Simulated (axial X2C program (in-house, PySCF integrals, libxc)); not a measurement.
What spin–orbit coupling does to CBr

Calculated with an in-house all-electron X2C program for linear molecules (integrals from PySCF). Spin-free means the one-electron spin-free X2C Hamiltonian; two-component (2c) means X2C with spin–orbit coupling and atomic mean-field two-electron Coulomb and Gaunt terms, so the difference of the two also holds small scalar two-electron terms. Basis: Br dyall-cv3z [8s9p6d4f1g], C dyall-v3z [7s6p2d1f] (cores contracted in-house); Gaussian nuclei, density fitting, unrestricted open shells. Masses: Br 78.918 u, C 12.000 u.

Spin-free state: M_S = 1/2, Λ = 1 (beyond evenly filled blocks: π+α); fragments Br + C.

```
  level  Re (Å)  ωe (cm⁻¹)  De (eV)  μ (D)
   PBE0   1.812      745.1    3.642  -1.60
     HF   1.834      718.8    1.543  -0.97
    MP2   1.804      758.1    3.385    n/a
   CCSD   1.820      735.1    3.132    n/a
CCSD(T)   1.823      729.4    3.355    n/a
 PBEsol   1.817      732.5    4.325  -1.78
```

Correlated methods: 11 electrons correlated (number of frozen shells: Br 3 s, 2 p, 1 d; C 1 s), 187 virtual spin orbitals or spinors in MP2, 90 natural virtuals in coupled cluster.

Dipoles are positive if C is the positive end.

Question: Within this multiplet, which Ω should lie lowest by the rule for regular and inverted multiplets?

Answer: The open π shell holds one electron, so the multiplet is regular: Ω = Λ − 1/2 = 1/2. The PBE0 2c search agrees, though Ω = 3/2 of the search lies only 0.07 eV higher.

Two-component determinant lowest at the distance of the search:

Ω = 1/2 (⟨Sz⟩ = -0.50, ⟨Lz⟩ = 1.00 at HF); fragments Br + C.

```csv
level,Re (Å),ωe (cm⁻¹),De (eV),μ (D)
PBE0,1.812,745.6,3.577,-1.65
HF,1.833,720.5,1.408,-1.02
MP2,1.804,760.1,3.280,n/a
CCSD,1.820,736.6,3.019,n/a
CCSD(T),1.823,730.4,3.246,n/a
PBEsol,1.817,732.1,4.239,-1.83
```

Question: From the two tables, how do the constants change at the CCSD(T) level (2c against spin-free)?

Answer: At the CCSD(T) level Re is unchanged within 0.001 Å and ωe rises by 1.0 cm⁻¹; De is not compared, since the atomic limits differ or miss part of their spin–orbit lowering.

The state is a single determinant with fixed occupations, the lowest that a limited PBE0 search found. De is counted from the lowest determinant-based energies of the atoms at the same level, without counterpoise correction. Density functionals use the spin component along the axis (collinear). CCSD and (T) use frozen natural virtuals with an MP2 correction for the truncation; (T) itself is uncorrected, so its De runs slightly low. A 2c atom that is not at its ground J level misses part of its spin–orbit lowering, and De is too large by that part (0.04 eV or less for light atoms). This holds for PBE0, MP2, CCSD, CCSD(T), PBEsol. The functionals have no current-density term, which raises determinants with orbital currents, atoms included.
